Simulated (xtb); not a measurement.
InH2Br, SMILES [InH2][Br]. All values are semi-empirical tight-binding results from xtb (GFN2-xTB unless named), good for trends rather than for accurate numbers. Coordinates come from a GFN2-xTB optimisation.

For metal compounds this method's bond lengths and energies can be far off.

Computed properties:
| Property | Result |
|---|---|
| point group as xtb finds it | C2v |
| orbital gap | 4.16 eV |
| zero-point energy | 6.6 kcal/mol |
| G − E(el) at 298.15 K (modified RRHO) | -10.8 kcal/mol |
